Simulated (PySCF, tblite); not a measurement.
A complex of Mg2+ and 5 × water

A gas-phase complex of Mg2+ and 5 × water; charge +2, singlet. The structure comes from a short search (6 tight-binding starts) and was relaxed by PBE0-D3(BJ)/def2-SVPD; another way of binding may lie lower. No frequency run checks that it is a minimum.

Parts: 1 = Mg2+ ([Mg+2]), atoms 1, charge +2; 2 = water (O), atoms 2–4; 3 = water (O), atoms 5–7; 4 = water (O), atoms 8–10; 5 = water (O), atoms 11–13; 6 = water (O), atoms 14–16.

```
atom  part   x (Å)   y (Å)   z (Å)
 Mg1     1   0.355   1.037  -2.302
  O2     2   0.281  -0.937  -1.812
  H3     2   0.973  -1.455  -1.382
  H4     2  -0.458  -1.539  -1.972
  O5     3   2.357   1.044  -1.719
  H6     3   2.690   1.442  -0.903
  H7     3   3.127   0.669  -2.167
  O8     4  -1.478   0.800  -3.266
  H9     4  -2.327   1.103  -2.917
 H10     4  -1.671   0.394  -4.122
 O11     5  -0.366   2.033  -0.672
 H12     5  -0.654   1.644   0.165
 H13     5  -0.495   2.987  -0.585
 O14     6   0.813   2.476  -3.664
 H15     6   1.664   2.921  -3.770
 H16     6   0.221   2.845  -4.333
```

```
  contact  kind (by geometry)  distance (Å)  angle (°)
Mg1···O14         ion contact         2.033          -
 Mg1···O2         ion contact         2.035          -
Mg1···O11         ion contact         2.043          -
 Mg1···O8         ion contact         2.085          -
 Mg1···O5         ion contact         2.085          -
```

Interaction energies are complex less parts, with the parts frozen as they stand in it; counterpoise-corrected, in kcal/mol (PySCF).

Q: Give the interaction energy at each level run.

A: 
```json
{"level": "wB97M-D3(BJ)/def2-SVPD", "interaction": "-293.21", "superposition error removed": "-5.60"}
{"level": "PBE0-D3(BJ)/def2-SVPD", "interaction": "-294.12", "superposition error removed": "-5.83"}
```

Q: What holds them together? Decompose the wB97M-D3(BJ)/def2-SVPD energy: frozen parts, their antisymmetrised product, then relaxation.

A: electrostatic -266.4, Pauli repulsion +78.5, orbital relaxation -104.5, dispersion correction -6.5 kcal/mol, which sum to the value before the counterpoise correction; the Pauli term holds the exchange-correlation of the frozen density too. Of the attraction, 71 % is electrostatic, 28 % is orbital relaxation, 2 % is dispersion correction.

The parts were also relaxed and run alone, at the levels used for the complex: shieldings by PBE0/pcSseg-1; core levels by delta-SCF with SCAN, pcX-2 on the ionised atom and pcseg-1 elsewhere, spin-free X2C.

Q: What does binding change?

A: 
| property | alone | in the complex | change |
| --- | --- | --- | --- |
| shielding of Mg1 (ppm) | 694.7 | 574.4 | -120.3 |
| shielding of O14 (ppm) | 335.3 | 324.8 | -10.5 |
| shielding of O2 (ppm) | 335.3 | 324.9 | -10.4 |
| Mg1 1s core level (eV) | 1334.62 | 1321.01 | -13.61 |
| O11 1s core level (eV) | 539.76 | 549.65 | +9.90 |
| O14 1s core level (eV) | 539.76 | 549.45 | +9.69 |

Multiply charged ions in the gas phase bind far more strongly than in solution.
